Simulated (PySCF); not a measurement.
Question: Write Cartesian coordinates for InChI=1S/C2H6ClFSi2/c3-6(4)2-1-5-2/h2,6H,1,5H2/t2-,6-/m1/s1 as optimised with PBE0-D3(BJ)/def2-SVP.

Answer: 
```
atom  x, y, z in Å
F1    -1.4281   -2.2573   -0.9537
Si2   -1.3493   -0.6512   -0.7563
Cl3   -3.2459   -0.0362   -0.2312
C4    -0.1318   -0.2274    0.5434
C5     0.4608    1.2016    0.5851
Si6    1.6873   -0.1071    0.1199
H7    -1.0068   -0.0397   -2.0647
H8    -0.3570   -0.6730    1.5213
H9     0.1189    1.9034   -0.1857
H10    0.5149    1.6695    1.5736
H11    2.6626   -0.5911    1.1248
H12    2.0915   -0.2421   -1.3006
```

Orientation and origin are arbitrary. Atoms count from 1 in this order. Si6 (SiH2 silicon) has angles from 49.1° to 119.7°. The 3-membered ring C4–C5–Si6 has internal angles of 49.1° to 66.1°. The C–Si distances run from 1.831 Å (Si2–C4, drawn single) to 1.872 Å (C4–Si6, drawn single), a spread of 0.041 Å. Si2 (fluorine-bound silicon) is tetrahedral (angles from 106.4° to 112.1°).

Bonds between heavy atoms (Å): F1–Si2 1.620, Si2–Cl3 2.062, Si2–C4 1.831, C4–C5 1.548, C5–Si6 1.853, C4–Si6 1.872.

Theory: PySCF, PBE0-D3(BJ)/def2-SVP geometry optimisation, gas phase.

Point group: C1 (no symmetry element, even within 0.4 Å). No PBE0-D3(BJ)/def2-SVP frequencies stand behind this structure, so it isn't proved a minimum. The numbers are those of one conformer (F1–Si2–C4–C5 160°).
